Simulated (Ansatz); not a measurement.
Al₂B₂ was relaxed with PBE0-D4 (def2-TZVP) in Ansatz in these states: neutral quintet, neutral triplet. The geometries follow in no particular order.

A:

```xyz
4

B    -0.240   -0.829   -0.371
B    -0.281    0.350    0.825
Al   -1.088    0.974   -0.998
Al    1.609   -0.495    0.543
```

B:

| atom | x (Å) | y (Å) | z (Å) |
| --- | --- | --- | --- |
| B1 | 0.1782 | -0.6917 | 0.5935 |
| B2 | 0.1433 | 0.8315 | 0.3877 |
| Al3 | -1.7659 | 0.2003 | -0.0032 |
| Al4 | 1.4444 | -0.3401 | -0.9780 |

**Question.** Judge from the bond lengths which geometry belongs to which state (an estimate).

**Answer.** A is the neutral quintet (B1–B2 1.680 Å, B1–Al3 2.089 Å, B2–Al4 2.089 Å); B is the neutral triplet (B1–B2 1.537 Å, B1–Al3 2.221 Å, B2–Al4 2.220 Å).

At PBE0-D4/def2-TZVP a triplet lies 0.85 eV below the neutral quintet. These are the stationary points nearest to one start from a short search; other shapes may lie lower in each state.
